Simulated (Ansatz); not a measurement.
Job for Ansatz (an electronic-structure program): R-B3LYP/def2-TZVPP on BeClH (SMILES [BeH][Cl]).

Ansatz 0.2 input:
```yaml
crystal:
  periodic: [false, false, false]
  atoms:
    - {symbol: Be, position_ang: [-0.00000000, 0.00000000, -1.33558822]}
    - {symbol: H, position_ang: [0.00000000, -0.00000000, -2.65796228]}
    - {symbol: Cl, position_ang: [0.00000000, -0.00000000, 0.47086710]}
basis:
  gaussian:
    orbitals: def2-TZVPP
hamiltonian:
  xc: {name: B3LYP}
accuracy: high
phonons: {}
scf: {lower_state_search: off}
```

The head of its log:

```
WARN ansatz: RAYON_NUM_THREADS=1 ignored (pool sized by the plan → 1); use --threads N
Functional definition: B3LYP
these checks for a lower state are left out or cut short: stability, starts, cluster_reference, orbital_swaps, neighbouring_geometries, increment
integrals: 0.06 GiB planned
1119 factors; integrals over basis functions are off by at most 2.4e-9 eV
mean field: 0.22 GiB planned
mean field evaluation 1: about -12942.2783 eV, gradient 1.5e1 eV
mean field evaluation 2: about -12942.4180 eV, gradient 1.5e1 eV
```

Problem. Give the final energy of this run.

Solution. -475.6417 hartree.
